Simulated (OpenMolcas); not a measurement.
## Ni5+, Pd5+, Pt5+: d5 down the group

| Item | Value |
| --- | --- |
| Program | OpenMolcas 26.06 |
| Method | CASSCF |
| Basis | ANO-RCC-VQZP |
| Scalar Hamiltonian | DKH2, point nucleus |
| Spin-orbit coupling | state interaction with AMFI integrals over the reference wave functions, term energies averaged over their components |

Active space for each ion: 5 electrons in 10 orbitals (d d).

Computed levels in cm-1 above 6S 5/2:

```json
{"Level": "4G 7/2", "Ni5+": "46322", "Pd5+": "32943", "Pt5+": "28991"}
{"Level": "4G 11/2", "Ni5+": "46381", "Pd5+": "33132", "Pt5+": "30351"}
{"Level": "4G 9/2", "Ni5+": "46383", "Pd5+": "33239", "Pt5+": "31685"}
{"Level": "4P 1/2", "Ni5+": "53312", "Pd5+": "38054", "Pt5+": "34421"}
{"Level": "4D 7/2", "Ni5+": "57500", "Pd5+": "40490", "Pt5+": "38698"}
{"Level": "4D 1/2", "Ni5+": "57670", "Pd5+": "41753", "Pt5+": "43987"}
{"Level": "2I 11/2", "Ni5+": "65984", "Pd5+": "46942", "Pt5+": "43704"}
{"Level": "2I 13/2", "Ni5+": "66175", "Pd5+": "47918", "Pt5+": "48035"}
{"Level": "2F 7/2(1)", "Ni5+": "76389", "Pd5+": "56450", "Pt5+": "62848"}
{"Level": "weight of 6S in the lowest level (%)", "Ni5+": "100", "Pd5+": "99", "Pt5+": "86"}
```

Mixed levels, with the weight of the term that names them: Pd5+ 2F 7/2(1) (59 %), Pt5+ 4G 7/2 (68 %), Pt5+ 4P 1/2 (65 %), Pt5+ 4D 7/2 (68 %), Pt5+ 4D 1/2 (70 %), Pt5+ 2I 11/2 (73 %), Pt5+ 2F 7/2(1) (60 %).

Measured, with the error of the calculation in %. Measured levels: Ni5+ from Corliss and Sugar, J. Phys. Chem. Ref. Data 10, 197 (1981).

| Level | Ni5+ |
| --- | --- |
| 4G 11/2 | 41921 (+10.6) |
| 4P 1/2 | 46325 (+15.1) |
| 4D 7/2 | 50331 (+14.2) |
| 2I 11/2 | 61196 (+7.8) |
| 2I 13/2 | 61280 (+8.0) |
| 2F 7/2(1) | 67085 (+13.9) |

Without spin-orbit coupling 4G lies 46350, 33067, 30093 cm-1 above 6S in that order; the difference to the level 4G 7/2, of either sign, comes from spin-orbit coupling, which also lowers the zero.

Without dynamic correlation excited terms often stand tens of per cent too high (terms of higher spin than the ground term too low), and those without a measured partner can miss by more than the paired ones. Active for correlation alone: 4d; no level in the range computed is led by a configuration that fills it, so any true level of that kind is missing (holds for Ni5+). Active for correlation alone: 5d; no level in the range computed is led by a configuration that fills it, so any true level of that kind is missing (holds for Pd5+). Active for correlation alone: 6d; no level in the range computed is led by a configuration that fills it, so any true level of that kind is missing (holds for Pt5+). Measured partners are found by configuration, term and J. A level has none where our copy of the source lacks it or the pairing is in doubt (some pairs that miss far off the trend of their configuration count as doubtful), and it then counts in no deviation. Levels of configurations outside the active space are missing.

A number in round brackets counts repeated terms of one configuration in the order of the reference energies.
